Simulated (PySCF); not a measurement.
C2H6ClFSi, SMILES F[C@@H](Cl)C[SiH3].

The structure is a stationary point at B3LYP-D3(BJ)/def2-SVP. The structure was generated by enumeration; whether it is a known compound was not checked. The values are those of a single conformer.

Computed with TDA-PBE/def2-SVPD (PySCF).

Vertical excitations. The molecule is in vacuum.

| state | energy (eV) | λ (nm) | f | main pairs |
|---|---|---|---|---|
| S1 | 6.84 | 181 | 0.005 | HOMO→LUMO 97 % |
| S2 | 7.11 | 174 | 0.010 | HOMO→LUMO+1 83 % |
| S3 | 7.18 | 173 | 0.013 | HOMO−1→LUMO 81 % |
| S4 | 7.28 | 170 | 0.023 | HOMO−2→LUMO 83 % |
| S5 | 7.44 | 167 | 0.012 | HOMO−1→LUMO+1 55 %, HOMO−3→LUMO 36 % |
| S6 | 7.47 | 166 | 0.010 | HOMO−3→LUMO 40 %, HOMO−4→LUMO 27 %, HOMO−1→LUMO+1 18 %, HOMO−2→LUMO 6 % |
| S7 | 7.48 | 166 | 0.006 | HOMO−4→LUMO 66 %, HOMO−1→LUMO+1 20 % |
| S8 | 7.63 | 162 | 0.009 | HOMO→LUMO+2 89 % |
| S9 | 7.72 | 161 | 0.025 | HOMO→LUMO+3 91 % |
| S10 | 7.82 | 159 | 0.026 | HOMO−2→LUMO+1 95 % |
| T1 | 6.21 | 200 | 0 | HOMO→LUMO 99 % |
| T2 | 6.52 | 190 | 0 | HOMO−1→LUMO 98 % |
| T3 | 6.97 | 178 | 0 | HOMO→LUMO+1 63 %, HOMO−2→LUMO 34 % |
| T4 | 7.02 | 177 | 0 | HOMO−2→LUMO 61 %, HOMO→LUMO+1 36 % |
Triplets are in the Tamm–Dancoff approximation.
